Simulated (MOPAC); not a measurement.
A run for MOPAC: AM1 on CH4BI (SMILES CBI), a point of a torsion scan.

```
AM1 1SCF PRECISE CHARGE=0 THREADS=1
CH4BI

C     -0.74002471 1    -0.17877195 1     0.00926357 1
B      0.69741905 1     0.27044243 1     0.42995768 1
I      1.07524542 1     1.17315145 1     2.28575959 1
H     -1.04722325 1     0.34356931 1    -0.89904098 1
H     -1.51247597 1    -0.01794329 1     0.75853970 1
H     -0.74955195 1    -1.23711238 1    -0.25732254 1
H      1.60584981 1     0.11491043 1    -0.29120480 1
```

The log:

```
*******************************************************************************
 **                                                                           **
 **                              MOPAC v23.2.5                                **
 **                                                                           **
 *******************************************************************************
 ** MOPAC's Digital Object Identifier: https://doi.org/10.5281/zenodo.6511958 **
 **                                                                           **
 ** Please cite the open-source release paper for use of this MOPAC version:  **
 ** J. E. Moussa and J. J. P. Stewart (2026)                                  **
 ** MOPAC: An open-source semiempirical molecular orbital program             **
 ** J. Open Source Softw., 11(119), 8025, https://doi.org/10.21105/joss.08025 **
 *******************************************************************************

                              AM1 CALCULATION RESULTS

 *******************************************************************************
 *  AM1        - The AM1 Hamiltonian to be used
 *
 *
 *
 *                 CHARGE ON SYSTEM = 0
 *
 *
 *
 *  PRECISE    - TIGHTER CRITERIA TO BE USED
 *  1SCF       - DO 1 SCF AND THEN STOP
 *  THREADS=1  - MULTI-THREADING NOT USED
 *  T=         - A TIME OF 172800.0 SECONDS REQUESTED
 *  DUMP=N     - RESTART FILE WRITTEN EVERY 7200.0 SECONDS REQUESTED
 *******************************************************************************
AM1 1SCF PRECISE CHARGE=0 THREADS=1
 CH4BI

   ATOM   CHEMICAL          X               Y               Z
  NUMBER   SYMBOL      (ANGSTROMS)     (ANGSTROMS)     (ANGSTROMS)

     1       C         -0.74002471  *  -0.17877195  *   0.00926357  *
     2       B          0.69741905  *   0.27044243  *   0.42995768  *
     3       I          1.07524542  *   1.17315145  *   2.28575959  *
     4       H         -1.04722325  *   0.34356931  *  -0.89904098  *
     5       H         -1.51247597  *  -0.01794329  *   0.75853970  *
     6       H         -0.74955195  *  -1.23711238  *  -0.25732254  *
     7       H          1.60584981  *   0.11491043  *  -0.29120480  *



          CARTESIAN COORDINATES

    NO.       ATOM           X           Y           Z

     1         C         -0.7400     -0.1788      0.0093
     2         B          0.6974      0.2704      0.4300
     3         I          1.0752      1.1732      2.2858
     4         H         -1.0472      0.3436     -0.8990
     5         H         -1.5125     -0.0179      0.7585
     6         H         -0.7496     -1.2371     -0.2573
     7         H          1.6058      0.1149     -0.2912

  H: (AM1): M.J.S. DEWAR ET AL, J. AM. CHEM. SOC. 107 3902-3909 (1985)
  B: (AM1): M.J.S. DEWAR ET AL, ORGANOMETALLICS, 7, 513-521 (1988)
  C: (AM1): M.J.S. DEWAR ET AL, J. AM. CHEM. SOC. 107 3902-3909 (1985)
  I: (AM1): M.J.S. DEWAR AND E. G. ZOEBISCH, THEOCHEM, 180, 1 (1988).

           Empirical Formula: C H4 B I  =     7 atoms



      MOLECULAR POINT GROUP   :   Cs


      RHF CALCULATION, NO. OF DOUBLY OCCUPIED LEVELS = 9


 -------------------------------------------------------------------------------
 AM1 1SCF PRECISE CHARGE=0 THREADS=1
 CH4BI



     1SCF WAS SPECIFIED, SO BFGS WAS NOT USED
     SCF FIELD WAS ACHIEVED


                              AM1 CALCULATION
                                                       MOPAC v23.2.5 Linux




          FINAL HEAT OF FORMATION =          9.82509 KCAL/MOL =      41.10818 KJ/MOL


          COSMO AREA              =        109.98 SQUARE ANGSTROMS
          COSMO VOLUME            =         96.92 CUBIC ANGSTROMS

          IONIZATION POTENTIAL    =         10.171722 EV
          HOMO LUMO ENERGIES (EV) =        -10.172  0.369
          NO. OF FILLED LEVELS    =          9
          MOLECULAR WEIGHT        =        153.7571         POINT GROUP:  Cs

          MOLECULAR DIMENSIONS (Angstroms)

            Atom       Atom       Distance
            H     6    I     3     3.95051
            H     7    H     5     3.18251
            H     4    H     6     1.67701


          SCF CALCULATIONS        =          1





   ATOM   CHEMICAL          X               Y               Z
  NUMBER   SYMBOL      (ANGSTROMS)     (ANGSTROMS)     (ANGSTROMS)

     1       C         -0.74002471  *  -0.17877195  *   0.00926357  *
     2       B          0.69741905  *   0.27044243  *   0.42995768  *
     3       I          1.07524542  *   1.17315145  *   2.28575959  *
     4       H         -1.04722325  *   0.34356931  *  -0.89904098  *
     5       H         -1.51247597  *  -0.01794329  *   0.75853970  *
     6       H         -0.74955195  *  -1.23711238  *  -0.25732254  *
     7       H          1.60584981  *   0.11491043  *  -0.29120480  *

                             CARTESIAN COORDINATES

   1    C       -0.740024710    -0.178771950     0.009263570
   2    B        0.697419050     0.270442430     0.429957680
   3    I        1.075245420     1.173151450     2.285759590
   4    H       -1.047223250     0.343569310    -0.899040980
   5    H       -1.512475970    -0.017943290     0.758539700
   6    H       -0.749551950    -1.237112380    -0.257322540
   7    H        1.605849810     0.114910430    -0.291204800


           Empirical Formula: C H4 B I  =     7 atoms



      MOLECULAR POINT GROUP   :   Cs


                  EIGENVALUES
 -31.82979 -28.83464 -19.56612 -14.53402 -14.03238 -12.78157 -11.28025 -10.52769
 -10.17172   0.36934   0.59589   3.59571   4.17898   4.49974   4.74525   5.19525


              NET ATOMIC CHARGES AND DIPOLE CONTRIBUTIONS

  ATOM NO.   TYPE          CHARGE      No. of ELECS.   s-Pop       p-Pop
    1          C          -0.354180        4.3542     1.23766     3.11652
    2          B           0.171263        2.8287     1.27962     1.54912
    3          I          -0.086695        7.0867     1.97179     5.11491
    4          H           0.102224        0.8978     0.89778
    5          H           0.092699        0.9073     0.90730
    6          H           0.101323        0.8987     0.89868
    7          H          -0.026636        1.0266     1.02664
 DIPOLE           X         Y         Z       TOTAL
 POINT-CHG.    -0.373    -0.418    -0.806     0.981
 HYBRID        -0.494    -0.558    -1.053     1.289
 SUM           -0.866    -0.976    -1.858     2.271


          ATOMIC ORBITAL ELECTRON POPULATIONS

     Atom    s        px        py        pz
    1  C   1.23766   1.04468   1.03521   1.03663
    2  B   1.27962   0.73728   0.22201   0.58983
    3  I   1.97179   1.96115   1.79689   1.35686
    4  H   0.89778
    5  H   0.90730
    6  H   0.89868
    7  H   1.02664

 **********************
 *                    *
 * JOB ENDED NORMALLY *
 *                    *
 **********************




 == MOPAC DONE ==
```

The run finished.

Cost: about 0.05 core-seconds (a rough figure).
